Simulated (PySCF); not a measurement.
SrF2, SMILES [F][Sr][F]. Atoms are numbered in the order given.

```xyz
3

Sr     0.0000     0.0000     0.2918
F      0.0000    -1.9366    -0.6161
F      0.0000     1.9366    -0.6161
```

Geometry: B3LYP-D3(BJ)/def2-TZVP. The isomer is the one that the SMILES or the coordinates give; other isomers of the formula were not compared. The def2 effective core potentials stand for the cores of Sr; spin–orbit coupling is left out.

Method: B3LYP-D3(BJ)/def2-TZVP run with PySCF 2.14.0.

Frequencies are harmonic and unscaled.

Computed vibrational spectrum:
```tsv
mode	ν (cm⁻¹)	IR (km/mol)	moving atoms (share of kinetic energy)
1	87	45.1	F 79 %, Sr 21 %
2	470	40.4	F 91 %, Sr 9 %
3	474	211.8	F 74 %, Sr 26 %
```
